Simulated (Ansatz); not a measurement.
Molecule: P2O2, charge 0, multiplicity 1. 
Structure (B3LYP-D3(BJ)/def2-TZVP (Ansatz, an electronic-structure program) minimum search):
SMILES: o1p2p1o2
```xyz
4

P      1.2378    -0.0144    -0.0122
P     -1.2378     0.0144     0.0122
O      0.0129     1.1058     0.0045
O     -0.0129    -1.1058    -0.0045
```

Q: Give the harmonic wavenumbers at B3LYP-D3(BJ)/def2-TZVP (Ansatz, finite differences of forces, unscaled).

A: 455, 560, 624, 712, 745, 894 cm⁻¹. Zero-point energy 5.7 kcal/mol.

Q: From these and the geometry, give the ideal-gas thermochemistry at 298.15 K and 1 atm (rigid rotor, harmonic oscillator).

A: Point group D2h, rotational symmetry number 4. Rotational constants 12.91, 5.323, 3.769 GHz. S(trans) 39.53, S(rot) 21.88, S(vib) 2.41, S(elec, spin only) 0.00, S 63.8 cal/(mol K). H(298) - H(0) 2.90 kcal/mol; G - E(el) -10.4 kcal/mol.
